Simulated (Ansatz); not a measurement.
Molecule: sum formula SiN2H5, net charge 0, doublet state. It need not be the lowest isomer of its formula. 
Geometry from a B3LYP-D3(BJ)/def2-TZVP (Ansatz, a quantum-chemistry and plane-wave program) optimisation:
SMILES: [NH][SiH2]N
```xyz
8

Si     0.0786    -0.4127    -0.1326
N      1.2213     0.8471    -0.5594
N     -1.2669     0.1086     0.7844
H      0.8092    -1.4214     0.6767
H     -0.4387    -0.9926    -1.3984
H      2.0149     0.5031    -1.1078
H     -1.1618     0.3544     1.7562
H     -2.0048     0.6441     0.3544
```
Charge 0, spin multiplicity 2.

Property: atomisation energy (electronic, to ground-state atoms), in kcal/mol. Valence correlation only, unless marked. Open shells are spin-unrestricted. Spin-orbit coupling is left out. Non-relativistic. The coupled-cluster limit lacks core correlation, which all-electron functionals hold. Basis-set limits of correlation are two-point, X^-3; Hartree-Fock from the larger set (for Q and 5 zeta extrapolated as (X+1)exp(-9√X)).

```json
[
 {"level": "HF/STO-3G", "program": "Ansatz", "atomisation energy (kcal/mol)": "459.2", "minus last row": "-139.0"},
 {"level": "BLYP-D3(BJ)/def2-TZVPD", "program": "Ansatz + dftd3", "atomisation energy (kcal/mol)": "605.4", "minus last row": "7.2"},
 {"level": "HSE06-D3(BJ)/def2-TZVPD", "program": "Ansatz + dftd3", "atomisation energy (kcal/mol)": "594.6", "minus last row": "-3.6"},
 {"level": "SCS-MP2/6-31G", "program": "Ansatz", "atomisation energy (kcal/mol)": "444.2", "minus last row": "-154.0"},
 {"level": "SCS-MP2/aug-cc-pV(D+d)Z", "program": "Ansatz", "atomisation energy (kcal/mol)": "550.0", "minus last row": "-48.2"},
 {"level": "SCS-MP2/aug-cc-pV(T+d)Z", "program": "Ansatz", "atomisation energy (kcal/mol)": "591.1", "minus last row": "-7.1"},
 {"level": "SCS-MP2/cc-pV(Q+d)Z", "program": "Ansatz", "atomisation energy (kcal/mol)": "601.2", "minus last row": "3.0"},
 {"level": "CCSD(T)/cc-pV(T+d)Z", "program": "Ansatz", "atomisation energy (kcal/mol)": "575.9", "minus last row": "-22.3"},
 {"level": "CCSD(T)/cc-pwCVTZ", "program": "Ansatz", "atomisation energy (kcal/mol)": "577.5", "minus last row": "-20.7"},
 {"level": "CCSD(T)/CBS(cc-pV(Q+d)Z,cc-pV(5+d)Z)", "program": "Ansatz", "atomisation energy (kcal/mol)": "598.2", "minus last row": "0.0"}
]
```
